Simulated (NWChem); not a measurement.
System: CdH2SO; SMILES [Cd]([OH])[SH]

Here is an NWChem input.

```
start job
memory heap 200 mb stack 900 mb global 1100 mb
geometry units angstroms noautoz
  Cd    -0.451353     0.145865     0.020699
  O     -0.750701     2.062043     0.352329
  H     -0.379546     2.605385    -0.352342
  S     -0.190523    -2.146162    -0.318564
  H      1.009703    -2.189753     0.303099
end
basis spherical
  * library def2-svpd
end
ecp
  Cd library def2-ecp
end
dft
  xc b3lyp
  iterations 150
end
tddft
  cis
  nroots 8
  notriplet
end
task tddft energy
```

Structure relaxed at the PBE0/def2-SVP level. def2 effective core potentials on Cd; no spin-orbit coupling.

Vertical excitations in the gas phase.

### Question
What results follow from this input? (B3LYP/def2-SVPD with def2 effective core potentials on Cd, TDA.) Quantities: lowest excitation, singlet (eV); oscillator strength of that lowest state; lowest state with f > 0.02, singlet (eV); oscillator strength of that bright state; orbital gap (eV).

### Answer
```
Item                                      Result
----------------------------------------  ------
lowest excitation, singlet (eV)             4.30
oscillator strength of that lowest state   0.022
lowest state with f > 0.02, singlet (eV)    4.30
oscillator strength of that bright state   0.022
orbital gap (eV)                            5.31
```
